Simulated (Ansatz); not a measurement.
Start from `BCC1CO1` and change one atom or group to get `F[SiH2]C1CO1`.

Ansatz, PBE0-D4/def2-TZVP geometries, multiplicity 1. Each molecule was computed in one conformer, which needn't be the lowest.

| property | `BCC1CO1` |
| --- | --- |
| HOMO–LUMO gap (PBE/def2-TZVPP) / eV | 3.72 |
| size of the dipole moment (ωB97M-V/def2-TZVPP) / D | 2.22 |
| LUMO energy (B3LYP/def2-TZVPP) / eV | -1.64 |
| LUMO energy (PBE/def2-TZVPP) / eV | -2.44 |
| LUMO energy (PBE0/def2-TZVPP) / eV | -1.39 |
| HOMO–LUMO gap (ωB97M-V/def2-TZVPP) / eV | 10.78 |

Question: What does the change do to each property? (Best estimate.)

Answer: Ansatz gave: 
| property | `F[SiH2]C1CO1` | shift |
| --- | --- | --- |
| HOMO–LUMO gap (PBE/def2-TZVPP) / eV | 5.47 | 1.75 |
| size of the dipole moment (ωB97M-V/def2-TZVPP) / D | 1.11 | -1.11 |
| LUMO energy (B3LYP/def2-TZVPP) / eV | -0.29 | 1.35 |
| LUMO energy (PBE/def2-TZVPP) / eV | -0.98 | 1.46 |
| LUMO energy (PBE0/def2-TZVPP) / eV | -0.04 | 1.35 |
| HOMO–LUMO gap (ωB97M-V/def2-TZVPP) / eV | 12.17 | 1.39 |

With PBE0 the HOMO falls by 0.26 eV and the LUMO rises by 1.35 eV, so the gap widens by about 1.61 eV. PBE moves the HOMO by -0.29 eV and ωB97M-V by -0.22 eV. Dipoles are sizes alone; their direction can turn.

B3LYP here is the variant with VWN-RPA as its local correlation; programs differ in this.
